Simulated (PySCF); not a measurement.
Compound: C₈H₁₂.
SMILES with atom numbers: `[CH:1](=[C:2]1[CH2:3][CH2:4]1)[CH:5]1[CH2:6][CH2:7][CH2:8]1` (hydrogens: H9 on C1; H10, H11 on C3; H12, H13 on C4; H14 on C5; H15, H16 on C6; H17, H18 on C7; H19, H20 on C8)

Closed-shell single points with PySCF (density fitting; grid level 2 and gas phase unless stated) on one GFN2-xTB geometry.

Task: Rank these settings by the HOMO energy, lowest first.
A. LDA/pcSseg-1, grid level 3, fitting basis def2-qzvpp-jkfit
B. LC-wPBE/pcSseg-1, grid level 1
C. PBE0/6-31G
D. wB97X/pcSseg-1, energy threshold 1e-08 Eh
E. PBE0/pcSseg-1
F. wB97X-D/ANO-RCC-VDZP, energy threshold 1e-11 Eh

Result: B (-9.60 eV), D (-9.23 eV), F (-8.58 eV), E (-6.93 eV), C (-6.68 eV), A (-5.97 eV).

Task: Rank these settings by the LUMO energy, lowest first.
A. LDA/pcSseg-1, grid level 3, fitting basis def2-qzvpp-jkfit
B. wB97X/pcSseg-1, energy threshold 1e-08 Eh
C. PBE0/6-31G
D. wB97X-D/ANO-RCC-VDZP, energy threshold 1e-11 Eh
E. PBE0/pcSseg-1

Result: A (-0.82 eV), E (0.35 eV), C (0.87 eV), D (2.06 eV), B (2.52 eV).

All figures of these runs:

```tsv
settings	basis functions	SCF cycles	E (Eh)	HOMO (eV)	LUMO (eV)	dipole (D)
wB97X/pcSseg-1, energy threshold 1e-08 Eh	196	9	-311.8622	-9.23	2.52	0.22
PBE0/6-31G	96	13	-311.5203	-6.68	0.87	0.19
PBE0/pcSseg-1	196	14	-311.5601	-6.93	0.35	0.21
LC-wPBE/pcSseg-1, grid level 1	196	10	-311.7438	-9.60	2.61	0.20
wB97X-D/ANO-RCC-VDZP, energy threshold 1e-11 Eh	172	12	-311.9643	-8.58	2.06	0.24
LDA/pcSseg-1, grid level 3, fitting basis def2-qzvpp-jkfit	196	11	-309.0227	-5.97	-0.82	0.25
```

wB97X-D ran without the empirical dispersion term, which would shift the total energy alone. Cycle counts include a coarse-grid stage where the run had one. ANO-RCC sets were contracted for a scalar-relativistic Hamiltonian, but ran non-relativistically here.

The values belong to the conformer `[CH:1](=[C:2]1[CH2:3][CH2:4]1)[CH:5]1[CH2:6][CH2:7][CH2:8]1`: C2–C1–C5–C6 129°.
